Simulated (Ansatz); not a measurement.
Ga6N7H20²⁺, a cluster cut from zinc blende GaN (hydrogen-capped). The state is a doublet with charge 2. Geometry r2SCAN-D4/def2-SVP; atoms count from 1.

```tsv
atom	x (Å)	y (Å)	z (Å)
N1	2.373	0.062	1.645
N2	-3.202	1.180	-0.496
N3	0.089	-1.846	1.045
N4	-0.496	1.247	1.062
N5	1.921	1.550	-0.988
N6	-0.641	-0.251	-1.567
N7	2.224	-1.491	-1.084
Ga8	-2.449	1.129	1.353
Ga9	0.429	-0.170	2.069
Ga10	3.046	0.106	-0.228
Ga11	-2.603	-0.470	-1.450
Ga12	0.264	-1.883	-0.939
Ga13	-0.074	1.484	-0.841
H14	2.894	-0.658	2.163
H15	2.696	0.924	2.103
H16	-2.972	2.044	-1.002
H17	-4.230	1.184	-0.442
H18	0.711	-2.571	1.425
H19	-0.839	-2.204	1.300
H20	-0.253	2.118	1.555
H21	2.229	2.449	-0.596
H22	2.153	1.660	-1.983
H23	-0.481	-0.239	-2.585
H24	2.734	-2.328	-0.772
H25	2.466	-1.458	-2.083
H26	-2.599	-0.709	1.106
H27	-3.135	1.872	2.516
H28	0.114	-0.250	3.580
H29	4.574	0.239	-0.387
H30	-2.645	-1.188	0.265
H31	-3.418	-1.059	-2.618
H32	-0.170	-3.205	-1.611
H33	-0.711	2.731	-1.516
```

Single mean-field runs in def2-TZVP are fitted with def2-universal-jkfit. In the charge 2 doublet, H26 and H30 lie 0.97 Å apart (atoms count from 1), so these atoms are partly bonded to each other.

Estimate the Mulliken populations of the heavy atoms from the PBE0/def2-TZVP orbitals of Ansatz.


| atom | charge (e) | spin (α − β) |
| --- | --- | --- |
| N1 | -0.56 | 0.00 |
| N2 | -0.57 | 0.01 |
| N3 | -0.56 | 0.00 |
| N4 | -0.48 | 0.01 |
| N5 | -0.55 | 0.00 |
| N6 | -0.48 | 0.01 |
| N7 | -0.56 | 0.00 |
| Ga8 | 0.37 | 0.25 |
| Ga9 | 0.33 | 0.01 |
| Ga10 | 0.38 | 0.00 |
| Ga11 | 0.37 | 0.25 |
| Ga12 | 0.33 | 0.01 |
| Ga13 | 0.27 | 0.01 |
Mulliken values depend strongly on the basis.

Where does the spin sit?

Summed by element: N 0.03, Ga 0.53, H 0.44, of 1 unpaired in all. Largest on single atoms: Ga8 0.25, Ga11 0.25, H30 0.18.

And the Mayer bond orders between heavy atoms (over 0.3)?

N1–Ga9 0.69 (2.00 Å); N1–Ga10 0.71 (1.99 Å); N2–Ga8 0.70 (2.00 Å); N2–Ga11 0.70 (2.00 Å); N3–Ga9 0.70 (1.99 Å); N3–Ga12 0.70 (1.99 Å); N4–Ga8 0.74 (1.98 Å); N4–Ga9 0.76 (1.97 Å); N4–Ga13 0.77 (1.96 Å); N5–Ga10 0.71 (1.98 Å); N5–Ga13 0.70 (2.00 Å); N6–Ga11 0.74 (1.98 Å); N6–Ga12 0.76 (1.97 Å); N6–Ga13 0.77 (1.96 Å); N7–Ga10 0.71 (1.99 Å); N7–Ga12 0.69 (2.00 Å).
